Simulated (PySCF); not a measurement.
Isomers of C5H6N2Si. Computed, not measured: TDDFT B3LYP/def2-SVPD, vertical, gas phase, core orbitals frozen in the response in PySCF 2.14.0, density-fitted response routines. Geometries: PBE0-D3(BJ)/def2-SVP; one conformer of each isolated species. Triplets are in the Tamm–Dancoff approximation. 'Strongest' means the level of largest summed f among the lowest 10 singlets; it needn't be the same kind of state in each.

Question: Rank by computed lowest singlet excitation energy, lowest first.
A. `CC#C/C=N/[SiH2]C#N`
B. `N#CC1=CC=CN1[SiH3]`
C. `N#C[SiH2]N1C=CC=C1`
D. `C#Cc1nccn1[SiH3]`
E. `N#Cc1ccn([SiH3])c1`

Answer: A (3.80 eV), C (4.36 eV), D (5.01 eV), B (5.26 eV), E (5.39 eV).

| SMILES | S1 (eV) | f (strongest) | first f ≥ 0.01 (nm) | T1 (eV) | HOMO (eV) | S1 mainly |
| --- | --- | --- | --- | --- | --- | --- |
| CC#C/C=N/[SiH2]C#N | 3.80 | 0.41 | 241 | 3.28 | -7.61 | H→L (99%) |
| N#C[SiH2]n1cccc1 | 4.36 | 0.09 | 258 | 3.98 | -6.46 | H→L (99%) |
| C#Cc1nccn1[SiH3] | 5.01 | 0.29 | 247 | 3.49 | -6.40 | H→L (92%) |
| N#Cc1cccn1[SiH3] | 5.26 | 0.24 | 234 | 3.58 | -6.72 | H→L+1 (90%) |
| N#Cc1ccn([SiH3])c1 | 5.39 | 0.19 | 220 | 3.94 | -6.81 | H→L+1 (93%) |

H and L stand for HOMO and LUMO.

- `CC#C/C=N/[SiH2]C#N`: Löwdin shares by element: HOMO nitrogen 62% or more, carbon 14% or more, silicon 10%, hydrogen 6% or more; LUMO carbon 55% or more, nitrogen 26% or more (atoms not listed hold the other 19%).
- `N#C[SiH2]n1cccc1`: Löwdin shares by element: HOMO carbon 84% or more (atoms not listed hold the other 16%); LUMO silicon 26%, carbon 26% or more, nitrogen 24% or more, hydrogen 6% or more (atoms not listed hold the other 18%).
- `C#Cc1nccn1[SiH3]`: Löwdin shares by element: HOMO carbon 70% or more (atoms not listed hold the other 30%); LUMO carbon 47% or more, nitrogen 15% or more (atoms not listed hold the other 38%).
- `N#Cc1cccn1[SiH3]`: Löwdin shares by element: HOMO carbon 59% or more, nitrogen 13% or more (atoms not listed hold the other 28%); LUMO carbon 43% or more, nitrogen 16% or more (atoms not listed hold the other 40%).
- `N#Cc1ccn([SiH3])c1`: Löwdin shares by element: HOMO carbon 73% or more (atoms not listed hold the other 27%); LUMO carbon 40% or more, nitrogen 28% (atoms not listed hold the other 32%).
